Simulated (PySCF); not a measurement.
Compound: C₇H₉ClSi.
Numbering: `[SiH3:1][CH2:2][c:3]1[cH:4][cH:5][c:6]([Cl:7])[cH:8][cH:9]1` (hydrogens: H10, H11, H12 on Si1; H13, H14 on C2; H15 on C4; H16 on C5; H17 on C8; H18 on C9)

All values: CAM-B3LYP/def2-SVPD (PySCF, non-relativistic), on one gas-phase PBE0-D3(BJ)/def2-SVP geometry that isn't relaxed in the solvent. The solvent is an IEF-PCM continuum (cavity from Bondi-type radii × 1.2), and excitations are vertical TDDFT with non-equilibrium linear response and a frozen core. Specific hydrogen bonds and non-electrostatic terms are outside this model.

Gas-phase singlets (H = HOMO, L = LUMO):

| state | E (eV) | λ (nm) | f | leading configurations |
| --- | --- | --- | --- | --- |
| S1 | 5.108 | 243 | 0.008 | H→L 75%, H-1→L+1 23% |
| S2 | 5.673 | 219 | 0.259 | H→L+1 84%, H-1→L 13% |
| S3 | 6.352 | 195 | 0.001 | H→L+2 57%, H→L+4 29% |
| S4 | 6.707 | 185 | 0.290 | H-1→L+1 71%, H→L 23% |
| S5 | 6.757 | 183 | 0.518 | H-1→L 50%, H→L+4 17% |

Question: What are the lowest 5 singlets in benzene (ε = 2.271)?

Answer: 
| state | E (eV) | λ (nm) | f | leading configurations | change by rank (eV) |
| --- | --- | --- | --- | --- | --- |
| S1 | 5.114 | 242 | 0.013 | H→L 76%, H-1→L+1 22% | +0.006 |
| S2 | 5.619 | 221 | 0.373 | H→L+1 88%, H-1→L 10% | -0.054 |
| S3 | 6.368 | 195 | 0.003 | H→L+2 52%, H→L+3 18% | +0.016 |
| S4 | 6.544 | 189 | 0.417 | H-1→L+1 73%, H→L 22% | -0.163 |
| S5 | 6.588 | 188 | 0.938 | H-1→L 85%, H→L+1 10% | -0.169 |

Question: Give the list for tetrahydrofuran (ε = 7.426), n² = 1.97.

Answer: 
```csv
state,E (eV),λ (nm),f,leading configurations,change by rank (eV)
S1,5.129,242,0.011,"H→L 74%, H-1→L+1 23%",+0.021
S2,5.636,220,0.357,"H→L+1 87%, H-1→L 11%",-0.037
S3,6.383,194,0.002,"H→L+2 50%, H→L+3 25%",+0.031
S4,6.573,189,0.398,"H-1→L+1 72%, H→L 23%",-0.134
S5,6.620,187,0.924,"H-1→L 84%, H→L+1 10%",-0.137
```

Question: The ground-state energy changes by -0.119 eV from gas to tetrahydrofuran. By how much does the total energy of gas-phase S5 change?

Answer: E(S5) = E(S0) + excitation energy, so it changes by -0.119 − 0.137 = -0.256 eV: it is lowered more than the ground state, which is what a red shift means. This is the vertical state, with the slow part of the continuum still set for S0.

Question: How do the frontier levels move from gas to tetrahydrofuran?

Answer: 
```json
{"orbital": "LUMO+2", "gas (eV)": "1.02", "solvent (eV)": "1.23", "change (eV)": "+0.21"}
{"orbital": "LUMO+1", "gas (eV)": "0.43", "solvent (eV)": "0.52", "change (eV)": "+0.09"}
{"orbital": "LUMO", "gas (eV)": "0.40", "solvent (eV)": "0.51", "change (eV)": "+0.11"}
{"orbital": "HOMO", "gas (eV)": "-8.00", "solvent (eV)": "-7.94", "change (eV)": "+0.06"}
{"orbital": "HOMO-1", "gas (eV)": "-8.91", "solvent (eV)": "-8.82", "change (eV)": "+0.09"}
{"orbital": "HOMO-2", "gas (eV)": "-10.34", "solvent (eV)": "-10.38", "change (eV)": "-0.04"}
{"orbital": "HOMO-3", "gas (eV)": "-10.44", "solvent (eV)": "-10.45", "change (eV)": "-0.01"}
```

The HOMO–LUMO gap goes from 8.40 to 8.45 eV. Rows go by rank; for HOMO-3, HOMO-2, LUMO and LUMO+1 the atom shares or the degeneracy differ between the runs, so the row needn't follow one orbital.

Conformer computed: `[SiH3:1][CH2:2][c:3]1[cH:4][cH:5][c:6]([Cl:7])[cH:8][cH:9]1`: Si1–C2–C3–C4 -89°.
